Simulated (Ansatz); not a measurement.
Complex (SMILES): O (H2O) with FCl (F-Cl), atoms 1 to 3 the first; geometry from B3LYP-D3(BJ)/def2-TZVP, monomers rigid:
```xyz
5

O     -0.2891    -0.2900    -0.2583
H     -0.6031     0.5726     0.0378
H      0.6165    -0.1532    -0.5610
F      0.0906    -2.5011     3.1950
Cl    -0.0773    -1.6206     1.7858
```

Basis-set convergence of the uncorrected interaction energy at wB97M-V with Ansatz (a quantum-chemistry and plane-wave program). All functions are spherical. The program fits the integrals of some runs and decomposes those of others, by size. The functional holds VV10 correlation; no added dispersion term, no relativity. Functions are those of the species that has most. Reference: the counterpoise-corrected one, the value in aug-pcseg-3, -6.08 kcal/mol, itself unsure by roughly 0.03 kcal/mol (its mean distance from aug-cc-pV(Q+d)Z, def2-QZVPPD, counterpoise-corrected). Deviations are taken from unrounded values.

```json
[
 {"basis": "cc-pV(D+d)Z", "functions": "61", "uncorrected interaction energy (kcal/mol)": "-10.05", "minus reference (kcal/mol)": "-3.97"},
 {"basis": "aug-pcseg-1", "functions": "91", "uncorrected interaction energy (kcal/mol)": "-6.61", "minus reference (kcal/mol)": "-0.53"},
 {"basis": "aug-cc-pV(D+d)Z", "functions": "96", "uncorrected interaction energy (kcal/mol)": "-6.51", "minus reference (kcal/mol)": "-0.43"},
 {"basis": "cc-pV(T+d)Z", "functions": "127", "uncorrected interaction energy (kcal/mol)": "-7.87", "minus reference (kcal/mol)": "-1.79"},
 {"basis": "jun-cc-pV(T+d)Z", "functions": "154", "uncorrected interaction energy (kcal/mol)": "-6.14", "minus reference (kcal/mol)": "-0.06"},
 {"basis": "aug-pcseg-2", "functions": "188", "uncorrected interaction energy (kcal/mol)": "-6.09", "minus reference (kcal/mol)": "-0.01"},
 {"basis": "aug-cc-pV(T+d)Z", "functions": "193", "uncorrected interaction energy (kcal/mol)": "-6.09", "minus reference (kcal/mol)": "-0.01"},
 {"basis": "cc-pV(Q+d)Z", "functions": "234", "uncorrected interaction energy (kcal/mol)": "-6.96", "minus reference (kcal/mol)": "-0.88"},
 {"basis": "aug-cc-pV(Q+d)Z", "functions": "341", "uncorrected interaction energy (kcal/mol)": "-6.10", "minus reference (kcal/mol)": "-0.02"},
 {"basis": "aug-pcseg-3", "functions": "357", "uncorrected interaction energy (kcal/mol)": "-6.11", "minus reference (kcal/mol)": "-0.03"},
 {"basis": "cc-pV(5+d)Z", "functions": "392", "uncorrected interaction energy (kcal/mol)": "-6.36", "minus reference (kcal/mol)": "-0.28"}
]
```

The smallest set listed that lies within 0.2 kcal/mol of the reference with all its larger relatives (same family, alike in diffuse functions; a set with none counts only in the reference's own line) is jun-cc-pV(T+d)Z (154 functions, -0.06 kcal/mol off).
